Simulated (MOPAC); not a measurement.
Job for MOPAC: PM3 on GaF, a point of a bond scan (R = 4.141 Å).

```
PM3 1SCF PRECISE CHARGE=0 THREADS=1
FGa

Ga    -0.00000000 1    -0.00000000 1    -0.40509541 1
F      0.00000000 1     0.00000000 1     3.73587988 1
```

It printed:

```
*******************************************************************************
 **                                                                           **
 **                              MOPAC v23.2.5                                **
 **                                                                           **
 *******************************************************************************
 ** MOPAC's Digital Object Identifier: https://doi.org/10.5281/zenodo.6511958 **
 **                                                                           **
 ** Please cite the open-source release paper for use of this MOPAC version:  **
 ** J. E. Moussa and J. J. P. Stewart (2026)                                  **
 ** MOPAC: An open-source semiempirical molecular orbital program             **
 ** J. Open Source Softw., 11(119), 8025, https://doi.org/10.21105/joss.08025 **
 *******************************************************************************

                              PM3 CALCULATION RESULTS

 *******************************************************************************
 *  PM3        - The PM3 Hamiltonian to be used
 *
 *
 *
 *                 CHARGE ON SYSTEM = 0
 *
 *
 *
 *  PRECISE    - TIGHTER CRITERIA TO BE USED
 *  1SCF       - DO 1 SCF AND THEN STOP
 *  THREADS=1  - MULTI-THREADING NOT USED
 *  T=         - A TIME OF 172800.0 SECONDS REQUESTED
 *  DUMP=N     - RESTART FILE WRITTEN EVERY 7200.0 SECONDS REQUESTED
 *******************************************************************************
PM3 1SCF PRECISE CHARGE=0 THREADS=1
 FGa

   ATOM   CHEMICAL          X               Y               Z
  NUMBER   SYMBOL      (ANGSTROMS)     (ANGSTROMS)     (ANGSTROMS)

     1      Ga         -0.00000000  *  -0.00000000  *  -0.40509541  *
     2       F          0.00000000  *   0.00000000  *   3.73587988  *



          CARTESIAN COORDINATES

    NO.       ATOM           X           Y           Z

     1        Ga         -0.0000     -0.0000     -0.4051
     2         F          0.0000      0.0000      3.7359

  F: (PM3): J. J. P. STEWART, J. COMP. CHEM. 10, 209 (1989).
 Ga: (PM3): J. J. P. STEWART, J. COMP. CHEM. 12, 320-341 (1991).

           Empirical Formula: Ga F  =     2 atoms



      MOLECULAR POINT GROUP   :   C*v


      RHF CALCULATION, NO. OF DOUBLY OCCUPIED LEVELS = 5


 -------------------------------------------------------------------------------
 PM3 1SCF PRECISE CHARGE=0 THREADS=1
 FGa



     1SCF WAS SPECIFIED, SO BFGS WAS NOT USED
     SCF FIELD WAS ACHIEVED


                              PM3 CALCULATION
                                                       MOPAC v23.2.5 Linux




          FINAL HEAT OF FORMATION =         75.09663 KCAL/MOL =     314.20429 KJ/MOL


          COSMO AREA              =         93.91 SQUARE ANGSTROMS
          COSMO VOLUME            =         69.44 CUBIC ANGSTROMS

          IONIZATION POTENTIAL    =          7.774603 EV
          HOMO LUMO ENERGIES (EV) =         -7.775 -2.500
          NO. OF FILLED LEVELS    =          5
          MOLECULAR WEIGHT        =         88.7334         POINT GROUP:  C*v

          MOLECULAR DIMENSIONS (Angstroms)

            Atom       Atom       Distance
            F     2   Ga     1     4.14098
            F     2   Ga     1     0.00000
           Ga     1    F     2     0.00000


          SCF CALCULATIONS        =          1





   ATOM   CHEMICAL          X               Y               Z
  NUMBER   SYMBOL      (ANGSTROMS)     (ANGSTROMS)     (ANGSTROMS)

     1      Ga         -0.00000000  *  -0.00000000  *  -0.40509541  *
     2       F          0.00000000  *   0.00000000  *   3.73587988  *

                             CARTESIAN COORDINATES

   1   Ga       -0.000000000    -0.000000000    -0.405095410
   2    F        0.000000000     0.000000000     3.735879880


           Empirical Formula: Ga F  =     2 atoms



      MOLECULAR POINT GROUP   :   C*v


                  EIGENVALUES
 -16.86367 -12.10540  -8.59085  -8.59085  -7.77460  -2.50012  -2.50012  -1.99097


              NET ATOMIC CHARGES AND DIPOLE CONTRIBUTIONS

  ATOM NO.   TYPE          CHARGE      No. of ELECS.   s-Pop       p-Pop
    1         Ga           0.716239        2.2838     1.99861     0.28515
    2          F          -0.716239        7.7162     1.93758     5.77866
 DIPOLE           X         Y         Z       TOTAL
 POINT-CHG.     0.000     0.000   -14.246    14.246
 HYBRID         0.000     0.000     0.063     0.063
 SUM            0.000     0.000   -14.183    14.183


          ATOMIC ORBITAL ELECTRON POPULATIONS

     Atom    s        px        py        pz
    1 Ga   1.99861   0.00712   0.00712   0.27090
    2  F   1.93758   1.99288   1.99288   1.79290

 **********************
 *                    *
 * JOB ENDED NORMALLY *
 *                    *
 **********************




 == MOPAC DONE ==
```

The run finished.

Cost: about 0.03 core-seconds (a rough figure).
